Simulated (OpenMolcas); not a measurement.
Pr3+ among 8 point charges of -1 e arranged as a cube (Oh), 2.74 Å from the ion.
```
   1.5819    1.5819    1.5819  -1.00
   1.5819    1.5819   -1.5819  -1.00
   1.5819   -1.5819    1.5819  -1.00
   1.5819   -1.5819   -1.5819  -1.00
  -1.5819    1.5819    1.5819  -1.00
  -1.5819    1.5819   -1.5819  -1.00
  -1.5819   -1.5819    1.5819  -1.00
  -1.5819   -1.5819   -1.5819  -1.00
```

```json
{
  "Program": "OpenMolcas",
  "Method": "SS-CASPT2, IPEA 0.25 Eh, imaginary shift 0.1 Eh (closed shells correlated: 5s 5p)",
  "Basis": "ANO-RCC-VDZP [7s6p4d2f1g]",
  "Scalar Hamiltonian": "DKH2, point nucleus",
  "Active space": "2 electrons in 7 orbitals (4f)",
  "State averaging": "2S+1 = 3 even, 21 roots; 2S+1 = 1 even, 27 roots kept (CI in the orbitals of an earlier block)",
  "Spin-orbit coupling": "state interaction with AMFI integrals over the reference wave functions"
}
```

Question: What is the spin-free ground state (labels of O, the rotations of Oh)?

Answer: 3T1, 3-fold in its orbital part, 100 % from free-ion H terms; it has the highest spin that f2 allows.

Question: Where is the first state of the same spin?

Answer: 3E at 67 cm-1 above the ground state.

Question: What are the lowest two levels with spin-orbit coupling?

Answer: A 3-fold level T2, then a 2-fold level E 88 cm-1 above it. Their leading multiplicities are 3 (97 %) and 3 (97 %).

Question: What is χT at 300 K, and how does it compare with the textbook value?

Answer: Hund's rules give f2 the level 3H4 with g = 0.800, so an isolated free-ion multiplet has χT = g² J(J+1) / 8 = 1.600 cm3 K/mol. The computed 1.637 at 300 K differs by +2 %, through the field's splitting, the mixing of terms and any other multiplet in reach.

Roots that are degenerate in the reference are averaged as groups; the widest CASPT2 spread within a group is 500 cm-1 (the 3-fold group of multiplicity 1 near 23900 cm-1 above the lowest state of its run). Shifts and gaps below about the spread of the groups concerned are not significant. Point charges carry no covalency, so the field is a model and not that of real ligands. The first state left out of the spin-orbit step lies near 62000 cm-1 above the lowest spin-free state of the reference (among the parities and spins computed), and the lists stop at four fifths of that energy or lower. No measured value stands beside these numbers.
